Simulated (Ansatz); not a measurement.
Computed with Ansatz on PBE0-D4/def2-TZVP structures; ΔE is electronic, products minus reactants. CCSD(T)/CBS adds triple-zeta CCSD(T) − MP2 to the extrapolated MP2 energy (def2 sets, frozen cores). DFT in def2-TZVPP. Elements past krypton have def2 core potentials. For W outer-core shells are correlated without core-valence functions, which leaves a few kJ/mol of doubt a bond. Each species was taken in one conformer, which may not be the lowest.

Reaction (formal exchange of groups at a W–N bond): `[NH2][W](=[O])(=[S])[Cl]` + `CC(C)Cl` → `[O]=[W](=[S])([Cl])[Cl]` + `CC(C)N`

`[NH2][W](=[O])(=[S])[Cl]`:

Cartesian coordinates in Å:
```
N 0.140 0.979 -0.717
W -0.132 -0.583 0.366
O -1.053 -1.671 -0.549
S 1.774 -1.411 0.839
Cl -1.256 -0.062 2.268
H 0.972 1.551 -0.694
H -0.444 1.197 -1.513
```

`CC(C)Cl`:

Cartesian coordinates in Å:
```
C 0.838 -0.245 0.951
C 0.253 0.426 -0.269
C -0.995 -0.254 -0.783
Cl -0.125 2.146 0.121
H 1.730 0.276 1.299
H 0.110 -0.265 1.765
H 1.111 -1.275 0.707
H 1.001 0.489 -1.061
H -0.761 -1.285 -1.064
H -1.767 -0.274 -0.011
H -1.395 0.261 -1.657
```

`[O]=[W](=[S])([Cl])[Cl]`:

Z-matrix (Å, degrees):
```
W
O 1 1.687
Cl 1 2.247 2 108.7
Cl 1 2.247 2 108.7 3 123.8
S 1 2.119 2 107.5 3 -118.1
```

`CC(C)N`:

Z-matrix (Å, degrees):
```
C
C 1 1.517
H 1 1.094 2 111.2
H 1 1.093 2 110.1 3 119.6
H 1 1.092 2 111.0 3 -119.9
C 2 1.517 1 111.4 3 179.9
N 2 1.458 1 108.8 3 -60.1
H 2 1.104 1 107.8 3 61.7
H 6 1.094 2 111.2 1 -179.8
H 6 1.092 2 111.0 1 -59.9
H 6 1.093 2 110.1 1 60.5
H 7 1.013 2 110.6 1 60.0
H 7 1.013 2 110.6 1 178.4
```

```json
{"level": "PBE-D4", "ΔE (kJ/mol)": "-18.7"}
{"level": "PBE0-D4", "ΔE (kJ/mol)": "-19.3"}
{"level": "r2SCAN0-D4", "ΔE (kJ/mol)": "-19.4"}
{"level": "PBE", "ΔE (kJ/mol)": "-19.0"}
{"level": "r2SCAN0", "ΔE (kJ/mol)": "-19.6"}
{"level": "BHLYP", "ΔE (kJ/mol)": "-18.2"}
{"level": "CCSD/def2-SVP", "ΔE (kJ/mol)": "-26.7"}
{"level": "CCSD/CBS(def2)", "ΔE (kJ/mol)": "-16.3"}
```

Question: What does CCSD(T)/CBS give? (Estimate.)

Answer: The calculation gave: -18.4 kJ/mol. The listed levels differ from it by -0.3, -0.9, -1.0, -0.6, -1.2, 0.2, -8.3, 2.1 kJ/mol.

Question: What do rigid-rotor, harmonic-oscillator terms from PBE0-D4/def2-TZVP frequencies (298.15 K, 1 bar) make of the CCSD(T)/CBS value? (Best estimate.)

Answer: The calculation gave: ΔZPE = +4.5 kJ/mol, ΔH = -14.0 kJ/mol, ΔS = -1 J/(mol·K), ΔG = -13.6 kJ/mol.

Largest T1 diagnostic among the species: 0.022, so the coupled-cluster value is less sure than usual.

At CCSD(T), def2-SVP lies −9.7 kJ/mol from the extrapolated value and def2-TZVPP −1.3 kJ/mol. In def2-TZVPP, CCSD(T) changes the Hartree–Fock value by −4.4 kJ/mol (the triples alone add −2.1 kJ/mol) and MP2 by −16.9 kJ/mol. Leaving LDA and LC-ωPBE aside and taking each functional with its dispersion term where it has one, the values, not all of them listed here, spread over 10.7 kJ/mol, from B97M-V to ωB97X-V.
